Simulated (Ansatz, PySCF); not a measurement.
Gas-phase reaction (SMILES): Cl[SiH2][SiH2]Cl → 2 [SiH2]Cl; the Si-Si bond at the site shown breaks (other sites are not compared here).

Each molecule is optimised on its own at B3LYP-D3(BJ)/def2-TZVP (Ansatz, a quantum-chemistry and plane-wave program), one conformer each, not searched for the lowest. Correlated levels leave the core frozen unless marked. Open shells are spin-unrestricted. Spin-orbit coupling is left out. Non-relativistic. CBS marks a two-point X^-3 extrapolation of the correlation energy; Hartree-Fock from the larger set. Thermal terms are rigid-rotor harmonic-oscillator values from B3LYP-D3(BJ) frequencies (PySCF) at 298.15 K and 1 atm. 1 Eh = 627.5095 kcal/mol. Electronic entropy comes from spin alone.

```
species           E, CCSD(T)/CBS(cc-pV(T+d)Z,cc-pV(Q+d)Z) (Ansatz) (Eh)  E, r2SCAN-D4/def2-TZVPD (Ansatz + dftd4) (Eh)  H - E (Eh)  G - E (Eh)
----------------  -----------------------------------------------------  ---------------------------------------------  ----------  ----------
Cl[SiH2][SiH2]Cl                                            -1500.19761                                    -1501.81848     0.04543     0.00544
[SiH2]Cl                                                     -750.03556                                     -750.85184     0.02072    -0.00907
```

Question: Work out ΔE and ΔH, ΔG, ΔS and the equilibrium constant at 298.15 K at the first level, then ΔH at the second.

Answer: 
1. ΔE = [2×(-750.03556)] - [(-1500.19761)] = 0.12649 Eh = 79.4 kcal/mol at CCSD(T)/CBS(cc-pV(T+d)Z,cc-pV(Q+d)Z).
2. The terms H - E add up to -0.00399 Eh, so ΔH = (0.12649 + (-0.00399))×627.5095 = 76.9 kcal/mol.
3. The terms G - E add up to -0.02358 Eh, so ΔG = 64.6 kcal/mol, and ΔS = (-0.00399 - (-0.02358))×627509.5/298.15 = 41.2 cal/(mol K).
4. log10 K = -ΔG/(RT ln 10) = -47.4, with RT ln 10 = 1.3642 kcal/mol.
5. With ΔH and ΔS taken as constant, ΔG changes sign near ΔH/ΔS = 1870 K, a rough figure that leaves out heat capacities.
6. At r2SCAN-D4/def2-TZVPD the same steps give ΔE = 72.0 and ΔH = 69.5 kcal/mol, a shift of -7.4 from the first level.
7. These values are not checked against measurement here, since the tables used lack a sound gas-phase enthalpy of formation for at least one species.
